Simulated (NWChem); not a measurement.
Molecule: Si2H4ClF; SMILES [SiH2]([SiH2]F)Cl

```xyz
8

Si    -0.2365     1.5377     0.4137
F      0.9999     2.1125    -0.4614
Si    -0.8507    -0.6087    -0.3188
Cl     0.6268    -2.0173     0.1255
H      0.1606     1.5047     1.8457
H     -1.4041     2.4465     0.2401
H     -1.0961    -0.6552    -1.7831
H     -2.0933    -1.0207     0.3884
```
Atoms are numbered in this order, from 1.

All runs: NWChem. Pople sets run with spherical d functions. The geometry was optimised at B3LYP/6-31G* (spherical d). Vertical excitations in the gas phase; the lowest state need not have the same character in each row.

For level LDA (Slater exchange, VWN5)/6-31+G*, TDA:

| Item | Value |
|---|---|
| lowest excitation, singlet (eV) | 5.33 |
| orbital gap (eV) | 5.06 |

### Question
How do the values read with level PBE/6-31+G*, TDA instead?

### Answer
| Item | Value |
|---|---|
| lowest excitation, singlet (eV) | 5.45 |
| orbital gap (eV) | 5.21 |
